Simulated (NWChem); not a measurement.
The numbers come from NWChem runs, not from measurements. System: THF (C4H8O), charge 0, spin multiplicity 1, at a geometry optimised with PBE/def2-SVP. Level: RHF/def2-SVP.

Job file:

```
start mol
memory heap 200 mb stack 900 mb global 1100 mb
geometry units angstroms nocenter noautoz
  C      0.681858    -0.352962     0.995402
  C     -0.681858     0.352962     0.995402
  C     -1.168311     0.071911    -0.432429
  O      0.000000     0.000000    -1.250565
  C      1.168311    -0.071911    -0.432429
  H      1.377116     0.026270     1.770345
  H      0.553720    -1.443763     1.159036
  H     -1.377116    -0.026270     1.770345
  H     -0.553720     1.443763     1.159036
  H     -1.842548     0.863898    -0.826163
  H     -1.729320    -0.894065    -0.478796
  H      1.729320     0.894065    -0.478796
  H      1.842548    -0.863898    -0.826163
  symmetry group C2
end
basis spherical
  * library def2-svp
end
scf
  rhf
  nopen 0
  maxiter 100
  thresh 1e-7
  semidirect memsize 60000000 filesize 0
end
task scf energy
```

Output (cleaned and shortened):

```
             Northwest Computational Chemistry Package (NWChem) 7.3.0
             --------------------------------------------------------

                                NWChem Input Module
                                -------------------

 Scaling coordinates for geometry "geometry" by  1.889725989
 (inverse scale =  0.529177249)

 Turning off AUTOSYM since
 SYMMETRY directive was detected!

                             Geometry "geometry" -> ""
                             -------------------------

 Output coordinates in angstroms (scale by  1.889725989 to convert to a.u.)

  No.       Tag          Charge          X              Y              Z
 ---- ---------------- ---------- -------------- -------------- --------------
    1 C                    6.0000     0.68185800    -0.35296200     0.99540200
    2 C                    6.0000    -0.68185800     0.35296200     0.99540200
    3 C                    6.0000    -1.16831100     0.07191100    -0.43242900
    4 O                    8.0000     0.00000000     0.00000000    -1.25056500
    5 C                    6.0000     1.16831100    -0.07191100    -0.43242900
    6 H                    1.0000     1.37711600     0.02627000     1.77034500
    7 H                    1.0000     0.55372000    -1.44376300     1.15903600
    8 H                    1.0000    -1.37711600    -0.02627000     1.77034500
    9 H                    1.0000    -0.55372000     1.44376300     1.15903600
   10 H                    1.0000    -1.84254800     0.86389800    -0.82616300
   11 H                    1.0000    -1.72932000    -0.89406500    -0.47879600
   12 H                    1.0000     1.72932000     0.89406500    -0.47879600
   13 H                    1.0000     1.84254800    -0.86389800    -0.82616300

 Effective nuclear repulsion energy (a.u.)     189.7908569385

            Nuclear Dipole moment (a.u.)
            ----------------------------
        X                 Y               Z
 ---------------- ---------------- ----------------
     0.0000000000     0.0000000000    -0.0000000000

      Symmetry information
      --------------------

 Group name             C2
 Group number              4
 Group order               2
 No. of unique centers     7

      Symmetry unique atoms

     1    3    4    6    7   10   11


 Summary of "ao basis" -> "" (spherical)
 ------------------------------------------------------------------------------
       Tag                 Description            Shells   Functions and Types
 ---------------- ------------------------------  ------  ---------------------
 *                          def2-svp                  on all atoms

 Summary of "ao basis" -> "ao basis" (spherical)
 ------------------------------------------------------------------------------
       Tag                 Description            Shells   Functions and Types
 ---------------- ------------------------------  ------  ---------------------
 C                          def2-svp                 6       14   3s2p1d
 O                          def2-svp                 6       14   3s2p1d
 H                          def2-svp                 3        5   2s1p

                                 NWChem SCF Module
                                 -----------------

  ao basis        = "ao basis"
  functions       =   110
  atoms           =    13
  closed shells   =    20
  open shells     =     0
  charge          =   0.00
  wavefunction    = RHF
  use symmetry    = T
  symmetry adapt  = T

 Summary of "ao basis" -> "ao basis" (spherical)
[...]
    16 a          17 b          18 a          19 a          20 b
    21 a          22 b          23 b          24 a          25 b
    26 a          27 a          28 b          29 a          30 b

             Final eigenvalues
             -----------------

              1
    1  -20.5376
    2  -11.2790
    3  -11.2790
    4  -11.2359
    5  -11.2353
    6   -1.3513
    7   -1.0484
    8   -0.9786
    9   -0.7992
   10   -0.7961
   11   -0.6803
   12   -0.6719
   13   -0.5927
   14   -0.5839
   15   -0.5616
   16   -0.5068
   17   -0.4961
   18   -0.4743
   19   -0.4651
   20   -0.4059
   21    0.1694
   22    0.2026
   23    0.2178
   24    0.2363
   25    0.2486
   26    0.2589
   27    0.2877
   28    0.3008
   29    0.3066
   30    0.3428

                       ROHF Final Molecular Orbital Analysis
                       -------------------------------------

 Vector   18  Occ=2.000000D+00  E=-4.742676D-01  Symmetry=a
              MO Center=  1.8D-15,  1.6D-15,  6.6D-01, r^2= 3.2D+00
   Bfn.  Coefficient  Atom+Function         Bfn.  Coefficient  Atom+Function
  ----- ------------  ---------------      ----- ------------  ---------------
     5      0.272912   1 C  py               19     -0.272912   2 C  py
    76     -0.271003   7 H  s                86     -0.271003   9 H  s
    33      0.163383   3 C  py               61     -0.163383   5 C  py

 Vector   19  Occ=2.000000D+00  E=-4.650740D-01  Symmetry=a
              MO Center=  1.0D-15, -1.5D-15, -2.3D-01, r^2= 2.6D+00
   Bfn.  Coefficient  Atom+Function         Bfn.  Coefficient  Atom+Function
  ----- ------------  ---------------      ----- ------------  ---------------
    48      0.353513   4 O  pz               51      0.303967   4 O  pz
    34     -0.246089   3 C  pz               62     -0.246089   5 C  pz
     4     -0.204806   1 C  px               18      0.204806   2 C  px
     6      0.192248   1 C  pz               20      0.192248   2 C  pz

 Vector   20  Occ=2.000000D+00  E=-4.059308D-01  Symmetry=b
              MO Center= -2.7D-15,  2.3D-16, -8.4D-01, r^2= 2.4D+00
   Bfn.  Coefficient  Atom+Function         Bfn.  Coefficient  Atom+Function
  ----- ------------  ---------------      ----- ------------  ---------------
    47      0.500116   4 O  py               50      0.422212   4 O  py
    96      0.217203  11 H  s               101     -0.217203  12 H  s
    33     -0.187399   3 C  py               61     -0.187399   5 C  py
    91     -0.158237  10 H  s               106      0.158237  13 H  s

 Vector   21  Occ=0.000000D+00  E= 1.693931D-01  Symmetry=a
              MO Center=  5.7D-16, -7.6D-16,  7.7D-01, r^2= 7.6D+00
   Bfn.  Coefficient  Atom+Function         Bfn.  Coefficient  Atom+Function
  ----- ------------  ---------------      ----- ------------  ---------------
     3      1.249851   1 C  s                17      1.249851   2 C  s
    72     -0.804245   6 H  s                77     -0.802652   7 H  s
    82     -0.804245   8 H  s                87     -0.802652   9 H  s
    31      0.738994   3 C  s                59      0.738994   5 C  s
    97     -0.648399  11 H  s               102     -0.648399  12 H  s

 Vector   22  Occ=0.000000D+00  E= 2.025710D-01  Symmetry=b
              MO Center=  2.4D-14, -1.8D-14,  7.5D-01, r^2= 7.0D+00
   Bfn.  Coefficient  Atom+Function         Bfn.  Coefficient  Atom+Function
  ----- ------------  ---------------      ----- ------------  ---------------
    77      1.050820   7 H  s                87     -1.050820   9 H  s
    97      0.791407  11 H  s               102     -0.791407  12 H  s
    72     -0.626634   6 H  s                82      0.626634   8 H  s
    31     -0.614331   3 C  s                59      0.614331   5 C  s
     3     -0.610484   1 C  s                17      0.610484   2 C  s

 Vector   23  Occ=0.000000D+00  E= 2.178335D-01  Symmetry=b
              MO Center=  2.7D-16, -3.6D-16,  1.8D-01, r^2= 9.1D+00
   Bfn.  Coefficient  Atom+Function         Bfn.  Coefficient  Atom+Function
  ----- ------------  ---------------      ----- ------------  ---------------
     3      1.473937   1 C  s                17     -1.473937   2 C  s
    31     -1.432105   3 C  s                59      1.432105   5 C  s
    92      1.072250  10 H  s               107     -1.072250  13 H  s
    72     -0.775966   6 H  s                82      0.775966   8 H  s
    97      0.739906  11 H  s               102     -0.739906  12 H  s

 center of mass
 --------------
 x =   0.00000000 y =   0.00000000 z =  -0.08436810

 moments of inertia (a.u.)
 ------------------
         265.809039567891          33.649816954678           0.000000000000
          33.649816954678         447.205512960140           0.000000000000
           0.000000000000           0.000000000000         255.906947284148

  Mulliken analysis of the total density
  --------------------------------------

    Atom       Charge   Shell Charges
 -----------   ------   -------------------------------------------------------
    1 C    6     6.15   1.99  0.87  0.29  2.04  0.92  0.04
    2 C    6     6.15   1.99  0.87  0.29  2.04  0.92  0.04
    3 C    6     5.70   1.99  0.88  0.15  1.95  0.66  0.07
    4 O    8     8.62   1.99  1.05  0.78  2.84  1.94  0.02
    5 C    6     5.70   1.99  0.88  0.15  1.95  0.66  0.07
    6 H    1     0.95   0.75  0.17  0.02
    7 H    1     0.95   0.75  0.17  0.02
    8 H    1     0.95   0.75  0.17  0.02
    9 H    1     0.95   0.75  0.17  0.02
   10 H    1     0.97   0.76  0.18  0.02
   11 H    1     0.98   0.76  0.19  0.02
   12 H    1     0.98   0.76  0.19  0.02
   13 H    1     0.97   0.76  0.18  0.02

       Multipole analysis of the density wrt the origin
       ------------------------------------------------

     L   x y z        total         open         nuclear
     -   - - -        -----         ----         -------
     0   0 0 0     -0.000000      0.000000     40.000000

     1   1 0 0     -0.000000      0.000000      0.000000
     1   0 1 0      0.000000      0.000000      0.000000
     1   0 0 1      0.801912      0.000000     -0.000000

     2   2 0 0    -21.745282      0.000000    139.756249
     2   1 1 0     -0.114632      0.000000    -19.690984
     2   1 0 1     -0.000000      0.000000      0.000000
     2   0 2 0    -23.229007      0.000000     31.492030
     2   0 1 1     -0.000000      0.000000      0.000000
     2   0 0 2    -26.602314      0.000000    133.642425

 Task  times  cpu:        3.9s     wall:        3.9s

 Total times  cpu:        3.9s     wall:        3.9s
```
